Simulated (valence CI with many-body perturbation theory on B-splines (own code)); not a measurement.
Sc I: E2, M1 decay

Method: relativistic CI+MBPT: three valence electrons over a frozen Dirac-Fock core [Ar], a basis of 9 s, 9 p, 10 d, 8 f, 5 g, 3 h, 1 i functions for each j, with the one-electron correlation potential Σ1, the two-electron term Σ2, the three-electron term Σ3, Breit, model QED; selected CI, second order for the rest (own B-spline code, finite nucleus).

Set against measurement, 36 paired levels are off by 392 cm⁻¹ on average, the worst by 1105. These come from a selection out of the NIST Handbook of Basic Atomic Spectroscopic Data. Levels without a partner in it may be off by more, other configurations by 1,000 to 4,000 cm⁻¹.

Lines 1 to 12 of 12 in falling wavelength, among levels below 33373 cm⁻¹, chosen from the decays that carry over 1 % of a level's rate. Wavelengths and rates use the calculated energies, so an error of 400 cm⁻¹ moves a line at 718.7 nm by 2.9 % and its rate by three times that or more. Electric multipoles are in the length gauge, E1 and E2 with the static RPA response of the core. Weak lines are less certain than strong ones. Lines between different terms over intervals too small for the method are left out, as are lines whose strength nearly cancels and 11 of this kind that miss the measured wavelength by over 7 %. Where a level lies close to another of its J and parity, the split of strength between their lines is uncertain. Branching is blank where the lifetime is uncertain.

Names give the largest LS component (configuration and term), which can be under half, so a name can repeat, a term be missing and a line seem to break the LS rules; names also repeat where a configuration has a term twice.

| λ vac (nm) | λ from measured levels | Upper | Lower | Type | A (s⁻¹) | Branch % |
| --- | --- | --- | --- | --- | --- | --- |
| 2.591e+05 | 2.653e+05 | 3d2 4s 4F_5/2 | 3d2 4s 4F_3/2 | M1 | 2.49e-06 |  |
| 1.881e+05 | 1.902e+05 | 3d2 4s 4F_7/2 | 3d2 4s 4F_5/2 | M1 | 6.54e-06 |  |
| 1.478e+05 | 1.490e+05 | 3d2 4s 4F_9/2 | 3d2 4s 4F_7/2 | M1 | 8.39e-06 |  |
| 59080 | 59400 | 3d 4s2 2D_5/2 | 3d 4s2 2D_3/2 | M1 | 5.26e-05 | 100.0 |
| 718.7 | 677.6 | 3d2 4s 2F_5/2 | 3d 4s2 2D_5/2 | E2 | 5.00e-01 | 17.7 |
| 712.7 | 672.3 | 3d2 4s 2F_7/2 | 3d 4s2 2D_5/2 | E2 | 2.50e+00 | 89.0 |
| 710.0 | 670.0 | 3d2 4s 2F_5/2 | 3d 4s2 2D_3/2 | E2 | 2.32e+00 | 82.3 |
| 704.2 | 664.8 | 3d2 4s 2F_7/2 | 3d 4s2 2D_3/2 | E2 | 3.08e-01 | 10.9 |
| 618.2 |  | 3d2 4s 2D_5/2 | 3d 4s2 2D_5/2 | E2 | 1.66e+00 |  |
| 520.2 |  | 3d2 4s 2G_9/2 | 3d 4s2 2D_5/2 | E2 | 5.74e+00 | 12.2 |
| 520.1 |  | 3d2 4s 2G_7/2 | 3d 4s2 2D_5/2 | E2 | 6.28e-01 | 1.2 |
| 515.6 |  | 3d2 4s 2G_7/2 | 3d 4s2 2D_3/2 | E2 | 5.44e+00 | 10.2 |
